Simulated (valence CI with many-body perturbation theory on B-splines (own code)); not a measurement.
## Level structure of Co²²⁺

Calculated by configuration interaction combined with many-body perturbation theory (CI+MBPT): three valence electrons over a frozen Dirac-Fock core [He], a basis of 11 s, 11 p, 9 d, 7 f, 5 g, 2 h, 1 i functions for each j, with the one-electron correlation potential Σ1 (screened to all orders), the two-electron term Σ2, the three-electron term Σ3, Breit, model QED; selected single and double excitations, second order for the rest (own B-spline code, finite nucleus).

No measured spectrum was set against this ion. As an estimate, levels of excited configurations hold to 0.05 to 0.15 % of their energy, terms of the ground configuration to about 0.5 %.

Levels 46 to 89 of 89, with energies above the lowest level, 2s²2p ²P°_1/2. "Leading %" is the weight of the configuration and term that name the level; weights of strongly mixed levels are sums over their largest components and can fall short. In the jj column 3d3/2^4 stands for four electrons in 3d with j = 3/2.

| No. | Configuration | Term | J | E (Ry) | Leading % | Leading jj | g | Second component |
| --- | --- | --- | --- | --- | --- | --- | --- | --- |
| 46 | 2s2p3p | ²S | 1/2 | 88.167 | 83 | 2s 2p3/2 3p3/2 (84 %) | 1.878 | 9 % 2s2p3p ²P |
| 47 | 2s2p3d | ²D° | 3/2 | 88.381 | 65 | 2s 2p1/2 3d5/2 (30 %) | 0.906 | 14 % 2s2p3d ²P° |
| 48 | 2s2p3d | ²F° | 5/2 | 88.513 | 38 | 2s 2p1/2 3d5/2 (49 %) | 1.112 | 36 % 2s2p3d ²D° |
| 49 | 2s2p3d | ⁴F° | 9/2 | 88.601 | 100 | 2s 2p3/2 3d5/2 (100 %) | 1.331 |  |
| 50 | 2s2p3d | ⁴D° | 7/2 | 88.864 | 76 | 2s 2p3/2 3d5/2 (59 %) | 1.381 | 22 % 2s2p3d ⁴F° |
| 51 | 2s2p3d | ⁴D° | 5/2 | 88.955 | 52 | 2s 2p3/2 3d3/2 (73 %) | 1.367 | 30 % 2s2p3d ⁴P° |
| 52 | 2s2p3d | ⁴P° | 3/2 | 89.023 | 66 | 2s 2p3/2 3d3/2 (85 %) | 1.550 | 30 % 2s2p3d ⁴D° |
| 53 | 2s2p3d | ⁴P° | 1/2 | 89.058 | 91 | 2s 2p3/2 3d3/2 (95 %) | 2.447 | 8 % 2s2p3d ⁴D° |
| 54 | 2s2p3d | ²F° | 5/2 | 89.286 | 48 | 2s 2p3/2 3d5/2 (73 %) | 1.084 | 35 % 2s2p3d ²D° |
| 55 | 2s2p3d | ²P° | 3/2 | 89.642 | 74 | 2s 2p3/2 3d5/2 (73 %) | 1.255 | 16 % 2s2p3d ²D° |
| 56 | 2s2p3p | ²P | 1/2 | 89.791 | 79 | 2s 2p3/2 3p1/2 (65 %) | 0.804 | 9 % 2p²3s ²P |
| 57 | 2s2p3d | ²F° | 7/2 | 89.825 | 97 | 2s 2p3/2 3d3/2 (52 %) | 1.148 |  |
| 58 | 2s2p3p | ²D | 3/2 | 89.844 | 69 | 2s 2p3/2 3p1/2 (79 %) | 0.952 | 24 % 2s2p3p ²P |
| 59 | 2s2p3d | ²P° | 1/2 | 90.001 | 93 | 2s 2p3/2 3d5/2 (91 %) | 0.661 |  |
| 60 | 2s2p3p | ²D | 5/2 | 90.058 | 91 | 2s 2p3/2 3p3/2 (73 %) | 1.207 |  |
| 61 | 2s2p3p | ²P | 3/2 | 90.171 | 62 | 2s 2p3/2 3p3/2 (77 %) | 1.190 | 27 % 2s2p3p ²D |
| 62 | 2p²3s | ⁴P | 1/2 | 90.267 | 53 | 2p1/2^2 3s (58 %) | 2.279 | 26 % 2s2p3p ²S |
| 63 | 2s2p3p | ²S | 1/2 | 90.609 | 57 | 2s 2p3/2 3p3/2 (51 %) | 2.097 | 31 % 2p²3s ⁴P |
| 64 | 2p²3s | ⁴P | 3/2 | 91.058 | 94 | 2p1/2 2p3/2 3s (94 %) | 1.706 |  |
| 65 | 2p²3s | ⁴P | 5/2 | 91.507 | 76 | 2p1/2 2p3/2 3s (76 %) | 1.504 | 20 % 2p²3s ²D |
| 66 | 2s2p3d | ²F° | 7/2 | 91.554 | 93 | 2s 2p3/2 3d5/2 (75 %) | 1.147 | 4 % 2p²3p ²F° |
| 67 | 2s2p3d | ²F° | 5/2 | 91.572 | 89 | 2s 2p3/2 3d3/2 (80 %) | 0.875 | 5 % 2p²3p ²F° |
| 68 | 2p²3s | ²P | 1/2 | 91.630 | 77 | 2p1/2 2p3/2 3s (79 %) | 0.867 | 12 % 2s2p3p ²P |
| 69 | 2p²3p | ⁴D° | 1/2 | 91.633 | 49 | 2p1/2^2 3p1/2 (80 %) | 0.716 | 15 % 2p²3p ²S° |
| 70 | 2s2p3d | ²D° | 3/2 | 91.670 | 94 | 2s 2p3/2 3d3/2 (72 %) | 0.816 |  |
| 71 | 2s2p3d | ²D° | 5/2 | 91.810 | 91 | 2s 2p3/2 3d5/2 (82 %) | 1.183 | 6 % 2s2p3d ²F° |
| 72 | 2s2p3d | ²P° | 1/2 | 91.985 | 88 | 2s 2p3/2 3d3/2 (71 %) | 0.641 | 6 % 2p²3p ⁴D° |
| 73 | 2p²3s | ²P | 3/2 | 91.993 | 46 | 2p1/2 2p3/2 3s (88 %) | 1.089 | 43 % 2p²3s ²D |
| 74 | 2s2p3d | ²P° | 3/2 | 92.016 | 70 | 2s 2p3/2 3d5/2 (56 %) | 1.332 | 11 % 2p²3p ⁴D° |
| 75 | 2p²3p | ⁴D° | 3/2 | 92.196 | 54 | 2p1/2^2 3p3/2 (43 %) | 1.299 | 24 % 2s2p3d ²P° |
| 76 | 2p²3p | ²S° | 1/2 | 92.337 | 42 | 2p1/2 2p3/2 3p1/2 (90 %) | 1.474 | 33 % 2p²3p ⁴D° |
| 77 | 2p²3p | ²D° | 3/2 | 92.628 | 37 | 2p1/2 2p3/2 3p1/2 (76 %) | 1.220 | 26 % 2p²3p ⁴P° |
| 78 | 2p²3p | ⁴D° | 5/2 | 92.777 | 87 | 2p1/2 2p3/2 3p3/2 (71 %) | 1.357 | 6 % 2p²3p ⁴P° |
| 79 | 2p²3p | ⁴P° | 1/2 | 92.934 | 62 | 2p1/2 2p3/2 3p3/2 (84 %) | 2.200 | 22 % 2p²3p ²S° |
| 80 | 2p²3p | ²D° | 5/2 | 92.940 | 44 | 2p1/2 2p3/2 3p1/2 (57 %) | 1.343 | 44 % 2p²3p ⁴P° |
| 81 | 2p²3s | ²D | 5/2 | 92.959 | 73 | 2p3/2^2 3s (78 %) | 1.289 | 22 % 2p²3s ⁴P |
| 82 | 2p²3p | ²D° | 3/2 | 93.112 | 54 | 2p1/2 2p3/2 3p3/2 (94 %) | 1.208 | 33 % 2p²3p ⁴P° |
| 83 | 2p²3s | ²D | 3/2 | 93.163 | 51 | 2p3/2^2 3s (89 %) | 1.056 | 39 % 2p²3s ²P |
| 84 | 2p²3p | ⁴D° | 7/2 | 93.229 | 76 | 2p1/2 2p3/2 3p3/2 (78 %) | 1.359 | 21 % 2p²3p ²F° |
| 85 | 2p²3d | ⁴F | 3/2 | 93.364 | 66 | 2p1/2^2 3d3/2 (80 %) | 0.640 | 12 % 2p²3d ⁴D |
| 86 | 2p²3p | ⁴S° | 3/2 | 93.603 | 60 | 2p1/2 2p3/2 3p3/2 (62 %) | 1.732 | 36 % 2p²3p ²P° |
| 87 | 2p²3d | ⁴F | 5/2 | 93.624 | 52 | 2p1/2^2 3d5/2 (68 %) | 1.148 | 25 % 2p²3d ⁴D |
| 88 | 2p²3p | ²P° | 3/2 | 93.707 | 55 | 2p1/2 2p3/2 3p1/2 (43 %) | 1.355 | 13 % 2p²3p ²D° |
| 89 | 2p²3p | ²F° | 5/2 | 93.763 | 33 | 2p1/2 2p3/2 3p3/2 (55 %) | 1.221 | 32 % 2p²3p ⁴P° |

Names give the largest LS component (configuration and term), which can be under half, so a name can repeat, a term be missing and a line seem to break the LS rules; names also repeat where a configuration has a term twice.
